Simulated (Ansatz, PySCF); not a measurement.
This triplet is an excited state, 0.89 eV above the relaxed singlet at the level PBE-D3(BJ)/def2-TZVPD // PBE-D3(BJ)/def2-SVPD (PySCF).

Cartesian coordinates (Å):
```xyz
4

B      0.5574     0.4145     0.1627
O     -0.7663    -0.1157     0.4481
H      1.5061    -0.2594    -0.2526
H     -1.2973    -0.0394    -0.3582
```
Charge -1, spin multiplicity 3.

All values below come from frozen-core CCSD(T)/aug-cc-pVTZ // PBE-D3(BJ)/def2-SVPD in Ansatz (a program for electronic structure). Warnings of the run: other_amplitudes.

```json
{
  "HF energy": "-100.67775 Ha",
  "MP2 correlation energy": "-0.33452 Ha"
}
```

Problem. Estimate the CCSD correlation energy, the (T) correction, the total energy and the T1 diagnostic.

Solution. 
The CCSD correlation energy is -0.35539 Ha. The (T) correction is -0.01438 Ha and the CCSD(T) total energy comes out as -101.04753 Ha. The T1 diagnostic is 0.193.
